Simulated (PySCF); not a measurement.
# Ionisation energy of Mn²⁺ by level of theory

Mn²⁺ [Ar] 3d5 (6S) → Mn³⁺ [Ar] 3d4 (5D), as a difference of total energies. Calculation: PySCF 2.14, in aug-cc-pVDZ-DK (7s6p4d2f, 59 functions); scalar relativity by spin-free X2C-1e. Correlated levels: valence: [Ar] frozen. The calculations carry no spin-orbit coupling.

| method | ionisation energy (eV) |
| --- | --- |
| UHF | 32.512 |
| LDA | 34.563 |
| PBE | 34.210 |
| PBE0 | 34.039 |
| r2SCAN | 34.059 |
| wB97X | 33.591 |
| r2SCAN0 | 33.947 |
| TPSSh | 33.876 |
| MP2 (valence) | 33.289 |

Task: Estimate what SCS-MP2 (valence) gives.

Result: 32.771 eV, closest to UHF among the rows shown.

Task: Estimate what wB97M-V gives.

Result: 33.750 eV, closest to TPSSh among the rows shown.

A first-order spin-orbit estimate (lowest level to lowest level, LS coupling) adds -0.073 eV.

Errors of the correlated levels include the incompleteness of this basis and the frozen core.

For comparison: 33.668 ± 0.012 eV (measured; NIST Atomic Spectra Database, ionization energies).
